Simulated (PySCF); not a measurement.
Ga(F)(SiH3)2 (FGaH6Si2), SMILES [F][Ga]([SiH3])[SiH3].

Geometry optimised at PBE-D3(BJ)/def2-SVP. The structure was generated by enumeration; whether it is a known compound was not checked.

Two levels are set side by side: PBE/def2-TZVP (PySCF) and PBE0/def2-TZVP (PySCF). Same geometry, gas phase. Differences are taken from unrounded values.

| quantity | PBE0 | PBE | PBE minus PBE0 |
|---|---|---|---|
| orbital gap (eV) | 5.24 | 3.45 | -1.79 |
| highest occupied level (eV) | -7.45 | -6.40 | 1.05 |
| lowest empty level (eV) | -2.21 | -2.95 | -0.74 |
| dipole moment (D) | 2.21 | 2.05 | -0.16 |
| mean polarisability (bohr³) | 93.9 | 98.4 | 4.5 |

Without exact exchange PBE keeps part of each electron's self-repulsion, which lifts occupied levels and narrows the gap. Loosely held outer electrons make PBE densities more polarisable. Differences between two approximate levels are no errors against the true value.

Rough cost on one machine, each run with all the roots and properties that it gave: PBE0 against PBE within a factor of 2.
